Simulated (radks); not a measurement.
Q: Isoelectronic series with 6 electrons, each ion in its NIST ground configuration. Calculated with a radial shooting solver on a logarithmic mesh with Libxc functionals: scalar-relativistic Kohn-Sham, r2SCAN, spin-unpolarised, spherical densities, finite nucleus; meta-GGA in the generalised Kohn-Sham scheme; Fermi nuclear charge, rms radius of each element as measured or else 0.836 A^(1/3) + 0.57 fm. Total energies (hartree) and mean radii <r> (bohr):

ion    configuration  E (hartree)      2p      2s       1s
C       [He] 2s2 2p2    -37.77071   1.797   1.575   0.2698
O2+     [He] 2s2 2p2    -73.16202   1.005   1.028   0.1989
Ne4+    [He] 2s2 2p2   -120.63143  0.7095  0.7631   0.1573
Mg6+    [He] 2s2 2p2   -180.19262  0.5501  0.6069   0.1300
Si8+    [He] 2s2 2p2   -251.87919  0.4496  0.5037   0.1107
S10+    [He] 2s2 2p2   -335.73564  0.3803  0.4305  0.09638
Ar12+   [He] 2s2 2p2   -431.81551  0.3295  0.3757  0.08529
Ca14+   [He] 2s2 2p2   -540.18105  0.2907  0.3332  0.07645
Ti16+   [He] 2s2 2p2   -660.90293  0.2600  0.2992  0.06924
Cr18+   [He] 2s2 2p2   -794.06070  0.2351  0.2714  0.06324
Fe20+   [He] 2s2 2p2   -939.74256  0.2146  0.2482  0.05818
Ni22+   [He] 2s2 2p2  -1098.04617  0.1973  0.2286  0.05384
Zn24+   [He] 2s2 2p2  -1269.07788  0.1825  0.2118  0.05009
Ge26+   [He] 2s2 2p2  -1452.95461  0.1698  0.1972  0.04680
Kr30+   [He] 2s2 2p2  -1859.76274  0.1489  0.1730  0.04132
Sr32+   [He] 2s2 2p2  -2082.98025  0.1402  0.1629  0.03901
Zr34+   [He] 2s2 2p2  -2319.61638  0.1324  0.1539  0.03692
Mo36+   [He] 2s2 2p2  -2569.84157  0.1255  0.1457  0.03503
Ru38+   [He] 2s2 2p2  -2833.84444  0.1192  0.1383  0.03331
Pd40+   [He] 2s2 2p2  -3111.82362  0.1134  0.1316  0.03174

Estimate the row of Se28+ ([He] 2s2 2p2).

A: E (hartree) -1649.80378; 2p 0.1587; 2s 0.1843; 1s 0.04390.
